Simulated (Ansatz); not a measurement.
Cost and result up the ladder for Al5As5 (the lowest singlet isomer of a short search) (10 atoms). The state is a singlet with charge 0. Geometry: PBE-D4/def2-SVP.

```xyz
10

Al   -1.321   -0.286    1.341
Al   -1.113    1.151   -1.031
Al    0.073   -2.503    0.291
Al    0.907    1.577    1.034
Al    0.302   -0.914   -2.326
As   -1.913   -1.216   -0.904
As    1.081   -0.708    2.105
As    1.392    1.442   -1.444
As   -1.468    2.156    1.175
As    2.060   -0.697   -0.242
```

Ansatz on 4 threads of Arm Neoverse V1 on a shared host. Times are rough, and most runs start from the orbitals of an earlier one. No level here is sound enough to serve as a yardstick. Binding counts from free atoms at the same level (Al doublet, As quartet; other spins of the atoms weren't run), without zero-point energy or a counterpoise term.

The 6-31G sets use Cartesian d functions. B3LYP takes the VWN-RPA correlation. Correlated methods freeze 70 core orbitals; core or outer-core shells of As are correlated, in sets that lack core-valence functions. The rows differ in basis, and correlated rows in double-zeta sets carry the largest basis error. The structure comes from a short search, and lower isomers may exist.

Run but left out: HF/6-31G, HF/def2-TZVP, BHLYP-D4/def2-TZVP (restricted singlet, unstable in another Hartree–Fock run and untested here).

Correlated methods converge slowly with the basis, most of all in double-zeta sets.

| level | functions | binding energy per atom (eV) | remarks |
| --- | --- | --- | --- |
| PBE0-D4/def2-SVP | 250 | 2.89 | restricted SCF unstable in HF |
| PBE0-D4/def2-TZVP | 425 | 2.92 | restricted SCF unstable in HF |
| MP2/def2-SVP | 250 | 2.61 | restricted SCF unstable |
| PBE-D4/def2-TZVP | 425 | 3.06 | restricted SCF unstable in HF |
| PBE-D4/def2-SVP | 250 | 3.05 | restricted SCF unstable in HF |
| r2SCAN-D4/def2-TZVP (with forces) | 425 | 2.94 | restricted SCF unstable in HF |
| B3LYP-D4/6-31G | 210 | 2.31 | restricted SCF unstable in HF |

Task: Estimate how long each takes.

Result: PBE-D4/def2-SVP 11 s; B3LYP-D4/6-31G 16 s; PBE-D4/def2-TZVP 22 s; PBE0-D4/def2-SVP 23 s; MP2/def2-SVP 31 s; r2SCAN-D4/def2-TZVP (with forces) 56 s; PBE0-D4/def2-TZVP 66 s. On shared hardware such times vary by a factor of up to 3.
